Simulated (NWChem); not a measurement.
System: C$_{2}$H$_{6}$Al cation; SMILES [CH3][Al+][CH3]

```xyz
9

Al     0.0000     0.0000     0.0000
C      0.0000     0.0000     1.9262
H     -0.9294     0.4397     2.3084
H      0.8455     0.5850     2.3084
H      0.0839    -1.0247     2.3084
C      0.0000     0.0000    -1.9262
H     -0.8455    -0.5850    -2.3084
H      0.9294    -0.4397    -2.3084
H     -0.0839     1.0247    -2.3084
```
Atoms are numbered in this order, from 1.

All runs: NWChem. Coordinates come from a B3LYP/6-31G* (spherical d) optimisation. GIAO values for the isolated, static molecule; σ is the absolute isotropic shielding, δ = σ(reference) − σ with the isolated reference molecule computed at the same levels (13C: tetramethylsilane, 1H: tetramethylsilane).

Task: Estimate the computed values for LDA (Slater exchange, VWN5)/pcSseg-1. Quantities: σ Al1 (ppm); δ C2 (ppm); δ H3 (ppm).

Result: 
* **σ Al1 (ppm)**: 196.5
* **δ C2 (ppm)**: 4.5
* **δ H3 (ppm)**: 1.67
